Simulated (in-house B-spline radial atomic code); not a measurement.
## Ionising the xenon ion Xe⁵⁺ with different functionals

Computed with a B-spline radial code for spherical atoms: non-relativistic Hamiltonian, point nucleus, spin-polarised at highest spin, spherical fractional occupations for the functionals, and exact exchange of hybrids averaged over the configuration. The ionisation energy is the difference of two self-consistent energies, [Kr] 4d10 5s2 5p1 → [Kr] 4d10 5s2, without Breit or QED terms; ε is the level of the shell that loses the electron (its least bound occupied spin orbital). There is no spin-orbit coupling in this Hamiltonian.

| method | rung | ΔSCF (eV) | -ε(5p) (eV) |
| --- | --- | --- | --- |
| PBE0 | global hybrid | 64.80 | 60.74 |
| B3LYP | global hybrid | 65.03 | 60.56 |
| TPSSh | global hybrid | ? | ? |
| M06-2X | global hybrid | 64.48 | 62.29 |
| BHandHLYP | global hybrid | 64.84 | 62.09 |
| r2SCAN0 | global hybrid | 64.74 | 60.84 |
| B97-1 | global hybrid | 64.66 | 60.34 |
| HSE06 | range-separated hybrid | 64.86 | 60.32 |
| wB97X | range-separated hybrid | 64.80 | 63.19 |
| CAM-B3LYP | range-separated hybrid | ? | ? |
| LC-wPBE | range-separated hybrid | 65.01 | 63.89 |

(1) What does TPSSh give?

(2) What does CAM-B3LYP give?

(3) Among the functionals, which spreads more, the ΔSCF values or the orbital energies?

(4) How do they compare with the NIST value?

Results:

(1) ΔSCF 64.63 eV, and -ε(5p) = 59.83 eV.

(2) ΔSCF 65.10 eV, and -ε(5p) = 62.38 eV.

(3) The orbital energies: ΔSCF values span about 0.62 eV and the orbital energies 4.06 eV; here energy differences depend much less on the functional than eigenvalues do.

(4) NIST lists 66.70 eV ± 0.007 (measured, ground level to ground level). Errors run from -2.22 to -1.60 eV. The correlated functionals all miss on the same side by more than they spread, so the cause is common to them (relativity, Breit-QED terms, multiplet and fine-structure energies, or a listed next ion that isn't the cheapest removal here) and closeness doesn't rank the functionals.
